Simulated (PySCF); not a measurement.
# Correlation energy of Sr (strontium, neutral)

[Kr] 5p2, high-spin 3P determinant (an excited configuration). Computed with PySCF 2.14 in x2c-TZVPPall (8s6p6d2f1g, 79 functions), with the spin-free X2C one-electron Hamiltonian (Gaussian nucleus). Frozen: [Kr]; 2 electrons correlated.

With two correlated electrons CCSD is exact within the correlated space (frozen core and kept virtual orbitals).

```csv
level,correlation energy (mhartree)
CCSD,-16.34
```

Diagnostics: T1 = 0.020, D1 = 0.0280, largest double amplitude 0.472.

A double-excitation amplitude exceeds 0.15, a sign of near-degeneracy.

Cost of the coupled-cluster step: about 5 core-seconds, for 2 correlated electrons.

Iterations:

```
CC2 = 0
CCSD nocc = (np.int64(2), np.int64(0)), nmo = (61, 61)
frozen orbitals [[0, 1, 2, 3, 4, 5, 6, 7, 8, 9, 10, 11, 12, 13, 14, 15, 16, 17], [0, 1, 2, 3, 4, 5, 6, 7, 8, 9, 10, 11, 12, 13, 14, 15, 16, 17]]
max_cycle = 100
direct = 0
conv_tol = 1e-08
conv_tol_normt = 1e-06
diis_space = 8
diis_start_cycle = 0
Init t2, MP2 energy = -0.00435684594558863
Init E_corr(UCCSD) = -0.0043568459508296
cycle = 1  E_corr(UCCSD) = -0.00688728909983888  dE = -0.00253044315  norm(t1,t2) = 0.0753345
cycle = 2  E_corr(UCCSD) = -0.00866328094718841  dE = -0.00177599185  norm(t1,t2) = 0.0606013
cycle = 3  E_corr(UCCSD) = -0.0152990398782265  dE = -0.00663575893  norm(t1,t2) = 0.0507008
cycle = 4  E_corr(UCCSD) = -0.0154292253045893  dE = -0.000130185426  norm(t1,t2) = 0.0144451
cycle = 5  E_corr(UCCSD) = -0.0172604067519874  dE = -0.00183118145  norm(t1,t2) = 0.00707466
cycle = 6  E_corr(UCCSD) = -0.0160745083795018  dE = 0.00118589837  norm(t1,t2) = 0.00710883
cycle = 7  E_corr(UCCSD) = -0.0163395443776977  dE = -0.000265035998  norm(t1,t2) = 0.00205154
cycle = 8  E_corr(UCCSD) = -0.0163769097866008  dE = -3.73654089e-05  norm(t1,t2) = 0.000210068
cycle = 9  E_corr(UCCSD) = -0.0163650771198096  dE = 1.18326668e-05  norm(t1,t2) = 0.000312729
cycle = 10  E_corr(UCCSD) = -0.016351789345293  dE = 1.32877745e-05  norm(t1,t2) = 0.000313756
cycle = 11  E_corr(UCCSD) = -0.0163404280276105  dE = 1.13613177e-05  norm(t1,t2) = 0.000139197
cycle = 12  E_corr(UCCSD) = -0.0163431620518129  dE = -2.7340242e-06  norm(t1,t2) = 2.74466e-05
cycle = 13  E_corr(UCCSD) = -0.0163431480557696  dE = 1.39960433e-08  norm(t1,t2) = 5.09351e-06
cycle = 14  E_corr(UCCSD) = -0.016343199422105  dE = -5.13663354e-08  norm(t1,t2) = 1.04333e-06
cycle = 15  E_corr(UCCSD) = -0.0163431892108889  dE = 1.02112162e-08  norm(t1,t2) = 7.78243e-07
cycle = 16  E_corr(UCCSD) = -0.016343188463262  dE = 7.47626856e-10  norm(t1,t2) = 9.44308e-07
UCCSD converged
E(UCCSD) = -3177.192868321662  E_corr = -0.01634318846326201
```
